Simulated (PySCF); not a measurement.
Computed properties of Si(H)(NH2)3 (H7N3Si), SMILES N[SiH](N)N

Si(H)(NH2)3 (H7N3Si), SMILES N[SiH](N)N. Coordinates come from a PBE0-D3(BJ)/def2-SVP optimisation. Other conformers were not sampled. All values are computed for the isolated molecule unless a solvent is named; none is compared with measurement here.

**Structure.** The optimised structure has Cs symmetry. All 27 harmonic modes at PBE0-D3(BJ)/def2-SVP (PySCF) are real, so it is a minimum. With heavy atoms numbered as in [SiH:1]([NH2:2])([NH2:3])[NH2:4], the shortest bond between them is Si1–N4 at 1.724 Å and the longest Si1–N3 at 1.731 Å.

**Vibrations.** The strongest infrared lines (harmonic, unscaled, degenerate partners summed) lie at 966 cm⁻¹ (251 km/mol, H 66 %, Si 24 %, N 10 %), 954 cm⁻¹ (239 km/mol, H 50 %, Si 31 %, N 19 %), 339 cm⁻¹ (236 km/mol, H 81 %, N 19 %). The softest mode is at 207 cm⁻¹ and the zero-point energy is 55.1 kcal/mol.

**Electronic structure.** CAM-B3LYP/def2-TZVP (PySCF) places the frontier levels at -8.29 and 1.81 eV, a gap of 10.10 eV, and gives a dipole moment of 1.11 D and a mean polarisability of 47.4 bohr³. PBE/def2-TZVP (PySCF) at the same geometry gives -5.39 and 0.24 eV, so its gap is 4.47 eV narrower. An orbital gap is neither the optical nor the fundamental gap.

**Excitations.** TDA-CAM-B3LYP/def2-SVPD (PySCF) has S1 at 6.44 eV (193 nm, f = 0.055, bright); the most intense of the 10 singlets computed lies at 7.07 eV (f = 0.09). T1 (TDA) is at 6.10 eV, 0.34 eV under S1. TDA-PBE/def2-SVPD (PySCF) puts S1 at 5.43 eV. No vertical singlet excitation falls in the visible range (under 3.1 eV).

**NMR.** GIAO shifts at PBE0/pcSseg-1 (PySCF) (non-relativistic, atoms alike by connectivity averaged): ¹H from 0.7 to 4.9 ppm against TMS; ²⁹Si at -39.0 ppm against TMS.

**Solvation.** SMD-B3LYP/def2-SVP (PySCF) gives -2.6 kcal/mol in water, -3.1 kcal/mol in diethylether, -3.2 kcal/mol in ethylethanoate (1 M in both phases, gas-phase geometry).
